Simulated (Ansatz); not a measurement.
`[CH3][GeH]([F])[Br]` and `[F][GeH]([Cl])[Br]` differ in one atom or group.

Ansatz, PBE0-D4/def2-TZVP geometries, multiplicity 1. 

Scalar relativity is left out up to krypton.

```csv
property,`[CH3][GeH]([F])[Br]`
LUMO energy (B3LYP/def2-TZVPP) / eV,-0.58
HOMO energy (ωB97M-V/def2-TZVPP) / eV,-10.63
LUMO energy (PBE0/def2-TZVPP) / eV,-0.26
HOMO energy (PBE/def2-TZVPP) / eV,-7.13
HOMO–LUMO gap (PBE0/def2-TZVPP) / eV,8.16
size of the dipole moment (PBE/def2-TZVPP) / D,2.74
```

Question: Give the same properties after the change, and the shifts. (An estimate is asked.)

Answer: Ansatz gave: 
| property | `[F][GeH]([Cl])[Br]` | shift |
| --- | --- | --- |
| LUMO energy (B3LYP/def2-TZVPP) / eV | -1.74 | -1.16 |
| HOMO energy (ωB97M-V/def2-TZVPP) / eV | -11.30 | -0.67 |
| LUMO energy (PBE0/def2-TZVPP) / eV | -1.41 | -1.15 |
| HOMO energy (PBE/def2-TZVPP) / eV | -7.75 | -0.62 |
| HOMO–LUMO gap (PBE0/def2-TZVPP) / eV | 7.68 | -0.48 |
| size of the dipole moment (PBE/def2-TZVPP) / D | 1.64 | -1.10 |

With PBE0 the HOMO falls by 0.67 eV and the LUMO falls by 1.15 eV, so the gap narrows by about 0.48 eV. PBE moves the HOMO by -0.62 eV and ωB97M-V by -0.67 eV. The zero-point energy changes by -92.3 kJ/mol with -9 modes. Dipoles are sizes alone; their direction can turn.

B3LYP here is the variant with VWN-RPA as its local correlation; programs differ in this.

Spin–orbit coupling is left out; it splits and shifts lone-pair levels of the heavy atoms by tenths of an eV.
